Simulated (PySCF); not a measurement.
An unknown is described by computed data only.

Formula: C4H9Cl3Si.

| Item | Value |
| --- | --- |
| Polarisability | 114.6 au [B3LYP/def2-SVPD] |
| Triplet | lowest triplet excitation (Tamm–Dancoff): 6.96 eV [TDA B3LYP/def2-SVPD] |
| Dipole | 2.48 D [B3LYP/def2-SVPD] |
| UV, strongest line | among the 10 lowest singlet transitions: S2 at 7.33 eV (169 nm, f = 0.092) [TDDFT B3LYP/def2-SVPD] |
| Rotational structure | rotational constants A, B, C: 1.217, 0.541, 0.525 GHz [PBE0-D3(BJ)/def2-SVP] |
| XPS | Si2p3/2 109.1, Cl2p3/2 206.3 (×3), C1s 290.8, C1s 290.8, C1s 290.8, C1s 291.0, Si1s 1849.2, Cl1s 2828.9 (×3) eV [ΔSCF SCAN, pcX-2 on the ionised atom, pcseg-1 elsewhere, spin-free X2C, 2p3/2 from a spin–orbit splitting computed afterwards within the 2p shell] |
| 13C NMR | chemical shifts (computed TMS as zero) by class: 28.4 (1 C), 27.9 (1 C), 26.9 (1 C), 13.4 (1 C) ppm [GIAO KT2/pcSseg-1] |
| UV, first state | lowest singlet excitation: 7.31 eV (170 nm, f = 0.000) [TDDFT B3LYP/def2-SVPD] |

The electronic properties come from PySCF, for the isolated species, density fitting. Levels stand in brackets. One conformer (not necessarily the lowest) at the PBE0-D3(BJ)/def2-SVP geometry, without solvent, vibrations or thermal averaging. NMR classes are plain means over equivalent atoms (diastereotopic ones count apart unless rotation or inversion swaps them), as if these changed places fast.

Problem. What is the compound? Reason from the data.

Solution. 4 carbons fall into 4 classes; from least to most shielded: carbon bonded to C, Si and 2 H (28.4 ppm), carbon bonded to 2 C and 2 H (27.9 ppm), carbon bonded to 2 C and 2 H (26.9 ppm), carbon bonded to C and 3 H (13.4 ppm). The core levels belong to: Si2p3/2 109.1 eV, silicon bonded to C and 3 Cl; Cl2p3/2 206.3 eV, chlorine bonded to Si; C1s 290.8 eV, carbon bonded to C and 3 H; C1s 290.8 eV, carbon bonded to C, Si and 2 H; C1s 290.8 eV, carbon bonded to 2 C and 2 H; C1s 291.0 eV, carbon bonded to 2 C and 2 H; Si1s 1849.2 eV, silicon bonded to C and 3 Cl; Cl1s 2828.9 eV, chlorine bonded to Si. One atom of each topological class was ionised and stands for its class. The optimised geometry has point group C1 and is an asymmetric top. Structure: `CCCC[Si](Cl)(Cl)Cl` (SiCl3(nBu)). The assignments are read from this structure; whether some other isomer fits the data as well wasn't checked.
